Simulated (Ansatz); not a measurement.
```xyz
5

S     0.559    0.389   -1.292
Sn    0.148   -1.343    0.364
S    -1.004    0.141    1.909
H     1.194   -0.438   -2.139
H    -0.898    1.250    1.158
```

The species carries charge 0 and has multiplicity 1. Sn takes the def2 core potential.

(1) List the PBE0/def2-TZVPP orbital energies in eV (the Gaussian-basis code of Ansatz). (Best estimate.)

Results:

(1) Computed: Occupied: -2422.36, -2422.27, -217.69, -217.61, -161.52, -161.43, -161.43, -161.37, -161.34, -161.28, -140.50, -95.23, -95.07, -94.99, -28.92, -28.85, -28.77, -28.76, -28.64, -20.32, -19.73, -13.09, -11.61, -10.60, -8.49, -8.06, -7.33, -7.19. Lowest empty: -2.49, -0.75, -0.26, 0.41, 1.53, 2.70, 2.94, 3.44.
